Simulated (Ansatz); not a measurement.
Cost and result for the atomization energy of CH5AlO2Si (`[OH][Al]1[O]C[SiH2]1`) (10 atoms, 10 bonds).

```xyz
10

O    -1.212   -0.298   -2.685
Al   -0.529   -0.141   -1.153
O    -0.754   -1.250    0.143
C     0.014   -0.700    1.229
Si    0.800    0.924    0.535
H    -1.098    0.306   -3.415
H     0.775   -1.422    1.546
H    -0.642   -0.506    2.084
H     0.357    2.168    1.224
H     2.289    0.920    0.491
```

The species carries charge 0 and has multiplicity 1. All single points use the PBE0-D4/def2-TZVP geometry. It is one conformer, not always the lowest. Program: Ansatz. All runs use 4 threads of an Arm Neoverse V1 on a shared host. Times are those of one run each, without the atoms' runs, and a repeat can differ threefold. Electronic energies, without spin–orbit coupling; frozen cores. CCSD(T)/CBS adds CCSD(T) − MP2 in def2-TZVPP to the MP2 limit, and its time is that of the two runs behind it. T1 = 0.015. B3LYP takes the VWN-RPA correlation (the form of Gaussian; ORCA's B3LYP/G).

CCSD(T)/CBS is a level of theory with its own doubt, some kJ/mol a heavy atom from the limit and from the frozen cores, so smaller differences don't rank the functionals.

```
                             level  functions  wall time  atomization (kJ/mol)  difference from CCSD(T)/CBS  per bond
   PBE-D4/def2-TZVPP (with forces)        247      2.8 s                3685.3                         42.3       4.2
                PBE0-D4/def2-TZVPP        247      3.6 s                3605.8                        -37.2      -3.7
 B3LYP-D4/def2-TZVPP (with forces)        247      5.5 s                3609.1                        -33.9      -3.4
r2SCAN-D4/def2-TZVPP (with forces)        247        6 s                3647.7                          4.7       0.5
                 B2PLYP/def2-TZVPP        247      6.5 s                3582.6                        -60.4      -6.0
                ωB97X-V/def2-TZVPP        247      8.5 s                3646.5                          3.5       0.3
  ωB97M-V/def2-TZVPP (with forces)        247       13 s                3637.9                         -5.1      -0.5
                    MP2/def2-QZVPP        461       19 s                3681.2                         38.2       3.8
                CCSD(T)/def2-TZVPP        247    2.1 min                3533.6                       -109.4     -10.9
                 CCSD(T)/CBS(def2)          –    2.4 min                3643.0                          0.0       0.0
```

In def2-TZVPP, CCSD(T) changes the Hartree–Fock value by +964.8 kJ/mol (the triples alone add +61.5 kJ/mol) and MP2 by +1046.9 kJ/mol; breaking electron pairs costs correlation energy, which Hartree–Fock lacks. From PBE to PBE0 (25 % exact exchange), in def2-TZVPP and without D4, the atomization energy moves by −76.3 kJ/mol: exact exchange takes away binding that semilocal exchange gives to molecules. The D4 term adds +33.4 kJ/mol with B3LYP and +17.4 kJ/mol with PBE0; it sums over pairs of atoms, weighted by their polarisabilities, and B3LYP, whose exchange is more repulsive, gets the larger term.
